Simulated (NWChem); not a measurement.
Species: BGeH4F; SMILES F[BH][GeH3]

```xyz
7

B      0.5673    -1.2140     0.0000
F     -0.3150    -2.2080     0.0000
Ge    -0.0689     0.7715     0.0000
H      0.5025     1.5091    -1.2433
H     -1.6106     0.9401     0.0000
H      0.5025     1.5091     1.2433
H      1.7497    -1.5266     0.0000
```
Atoms are numbered in this order, from 1.

Level: PBE-D3(BJ)/def2-SVP (NWChem), optimised geometry, unscaled harmonic frequencies. 

Problem. List the harmonic frequencies with IR intensities, and the thermochemistry.

Solution. 
```
frequency (cm⁻¹)  IR intensity (km/mol)
----------------  ---------------------
52                                  0.4
216                                 3.4
379                                19.1
415                                11.2
600                                14.1
761                                 0.0
772                               110.7
853                                22.5
866                                27.4
1074                               51.4
1284                              235.1
2064                               44.6
2069                              100.5
2088                              111.7
2520                              154.9
```

- zero-point energy: 22.9 kcal/mol
- thermal correction to the enthalpy at 298.15 K (with zero-point energy): 26.8 kcal/mol
- heat capacity Cv: 16.8 cal/(mol K)
- entropy at 298.15 K and 1 atm (symmetry number 1): 74.4 cal/(mol K)
- dipole moment: 0.36 D

Rigid rotor and harmonic oscillator; modes under 100 cm⁻¹ make the entropy uncertain.
